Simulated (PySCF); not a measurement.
## Working out the ionisation energy of Ga

Ga [Ar] 3d10 4s2 4p1 (2P) → Ga⁺ [Ar] 3d10 4s2 (1S). Computed with PySCF 2.14 in aug-cc-pVQZ-PP with ECP10MDF (7s6p5d3f2g, 89 functions), with a scalar-relativistic core potential. Frozen: 3s2 3p6 3d10. Energies in hartree (1 hartree = 27.21139 eV):

```
            part   Ga (lower)  Ga⁺ (upper)
             UHF  -258.303227  -258.099819
CCSD correlation    -0.048028    -0.037725
             (T)    -0.000970     0.000000
```

What does Hartree-Fock give?

(-258.099819) − (-258.303227) = 0.203408 hartree = 5.535 eV.

What do CCSD and CCSD(T) give?

The CCSD correlation energies differ by 0.010303 hartree = 0.280 eV and the triples by 0.000970 hartree = 0.026 eV, so CCSD gives 5.815 eV and CCSD(T) 5.841 eV.

Measured between the centres of the two terms (NIST): 5.931 eV, so CCSD(T) (valence) is off by -0.090 eV.

What remains against the reference includes basis incompleteness, the frozen core and higher excitations.
